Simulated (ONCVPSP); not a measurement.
Before and after: ONCV potential for strontium

- Element: Sr
- Generator: ONCVPSP 4.0.1
- Type: optimised norm-conserving Vanderbilt (ONCV)
- Functional: PBE
- Relativity: scalar-relativistic
- Frozen core: [Ar] 3d10
- Valence charge: 10
- Reference configuration: 4s2 4p6 5s1.5 5p0.5
- Partial waves: 4s+5s: rc 2.45 bohr, ncon 4, nbas 7, qcut 5 1/bohr, 2 projectors; 4p+5p: rc 2.95 bohr, ncon 4, nbas 8, qcut 3.7 1/bohr, 2 projectors; d scattering state at 0.25 Ha: rc 2.45 bohr, ncon 4, nbas 9, qcut 4.4 1/bohr, local
- Local potential: the d channel
- Core correction: Teter function, fcfact 2.75, rcfact 1.75

In the d channel the program set the typed energies aside and used 0.050 Ha.

Change: s: nproj 3.

Cutoffs: the cutoffs (Ha) at which the residual kinetic energy of the hardest occupied pseudo-wave falls to 1 and 0.1 mHa per electron; they do not see the model core or the augmentation charge, which bear on the density cutoff. Errors are all-electron minus pseudo energies relative to the spin-unpolarised reference configuration.

Problem. What does the change do?

Solution. The potential gets neither clearly harder nor softer (6.9 Ha and 9.3 Ha → 6.9 Ha and 9.3 Ha); the errors of the 4 common tests hardly move; the range in which the s phases agree widens (upper end 2.9 → 4.0); neither file shows a bound ghost.

| quantity | base | changed |
| --- | --- | --- |
| cutoff, loose | 6.9 Ha | 6.9 Ha |
| cutoff, tight | 9.3 Ha | 9.3 Ha |
| bound ghosts | none | none |
| GHOST(+) flags under 300 eV | s at 169.7 eV | none |
| error for 4s2 4p6 5s2 5p0, meV [ΔE -1.14 eV] | -0.4 | -0.4 |
| error for 4s2 4p6 5s1 5p0, meV [ΔE 4.75 eV] | -1.0 | -0.9 |
| error for 4s2 4p6 5s0 5p0, meV [ΔE 15.76 eV] | -14 | -14 |
| error for 4s2 4p6 5s1 5p1, meV [ΔE 1.16 eV] | -0.5 | -0.5 |
| s: phases at 2.49 bohr within 0.05 rad from the reference energy up to (Ha; the scan ends near 5) | 2.9 | 4.0 |
| p: phases at 2.99 bohr within 0.05 rad from the reference energy up to (Ha; the scan ends near 5) | 2.6 | 2.6 |
| d: phases at 2.49 bohr within 0.05 rad from the reference energy up to (Ha; the scan ends near 5) | 1.2 | 1.2 |
| rms error of d²Exc/dni dnj with the model core, mHa | 2.61 | 2.61 |
